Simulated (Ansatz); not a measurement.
Cost and result for the atomization energy of C6H11ClO2, SMILES `CCCOC(=O)CCCl` (20 atoms, 19 bonds).

Cartesian coordinates in Å:
```
C -3.211 -1.721 0.035
C -1.857 -1.381 -0.564
C -1.105 -0.400 0.299
O 0.154 -0.131 -0.328
C 0.953 0.725 0.311
O 0.673 1.259 1.352
C 2.241 0.927 -0.440
C 3.151 1.893 0.280
Cl 4.668 2.114 -0.628
H -3.836 -0.830 0.138
H -3.750 -2.431 -0.594
H -3.107 -2.169 1.027
H -1.980 -0.955 -1.564
H -1.255 -2.287 -0.680
H -0.925 -0.798 1.302
H -1.653 0.540 0.415
H 2.007 1.286 -1.446
H 2.726 -0.044 -0.571
H 3.416 1.529 1.271
H 2.690 2.873 0.385
```

Total charge 0; spin multiplicity 1. The structure was optimised at the PBE0-D4/def2-TZVP level. It is a higher conformer; a search finds a lower one. Program: Ansatz. All runs use 4 threads of an AMD EPYC 7R13 on a shared host and a share of an NVIDIA H100 80 GB. Times are those of one run each, without the atoms' runs, and a repeat can differ threefold. Electronic energies, without spin–orbit coupling; frozen cores. CCSD(T)/CBS adds CCSD(T) − MP2 in def2-TZVPP to the MP2 limit, and its time is that of the two runs behind it. T1 = 0.012. B3LYP takes the VWN-RPA correlation (the form of Gaussian; ORCA's B3LYP/G).

CCSD(T)/CBS is a level of theory with its own doubt, some kJ/mol a heavy atom from the limit and from the frozen cores, so smaller differences don't rank the functionals.

```
                            level  functions  wall time  atomization (kJ/mol)  difference from CCSD(T)/CBS  per bond
B3LYP-D4/def2-TZVPP (with forces)        444      8.5 s                8156.3                         -5.7      -0.3
            r2SCANh-D4/def2-TZVPP        444        9 s                8153.1                         -8.9      -0.5
          CAM-B3LYP-D4/def2-TZVPP        444       10 s                8201.7                         39.7       2.1
               BLYP-D4/def2-TZVPP        444       11 s                8152.5                         -9.5      -0.5
              PBE-QIDH/def2-TZVPP        444       11 s                8157.3                         -4.7      -0.2
                 CCSD(T)/def2-SVP        185       11 s                7824.9                       -337.1     -17.7
           LDA (SPW92)/def2-TZVPP        444       13 s                9444.1                       1282.1      67.5
  PBE-D4/def2-TZVPP (with forces)        444       13 s                8396.5                        234.5      12.3
                B2PLYP/def2-TZVPP        444       14 s                8083.8                        -78.2      -4.1
                B97M-V/def2-TZVPP        444       15 s                8181.8                         19.8       1.0
                   MP2/def2-QZVPP        856       22 s                8243.1                         81.1       4.3
               CCSD(T)/def2-TZVPP        444       56 s                7967.3                       -194.7     -10.2
                CCSD(T)/CBS(def2)          –       77 s                8162.0                          0.0       0.0
```

From PBE to PBE0 (25 % exact exchange), in def2-TZVPP and without D4, the atomization energy moves by −153.9 kJ/mol: exact exchange takes away binding that semilocal exchange gives to molecules. Leaving LDA and LC-ωPBE aside and taking each functional with its dispersion term where it has one, the values, not all of them listed here, spread over 493.8 kJ/mol, from BHLYP-D4 to PBE-D4. LDA lies +1089.4 kJ/mol from PBE without D4, its usual overbinding. At CCSD(T), def2-SVP lies −337.1 kJ/mol from the extrapolated value and def2-TZVPP −194.7 kJ/mol: correlation converges slowly with the basis, and small sets miss more of it in the bonded molecule than in its fragments.
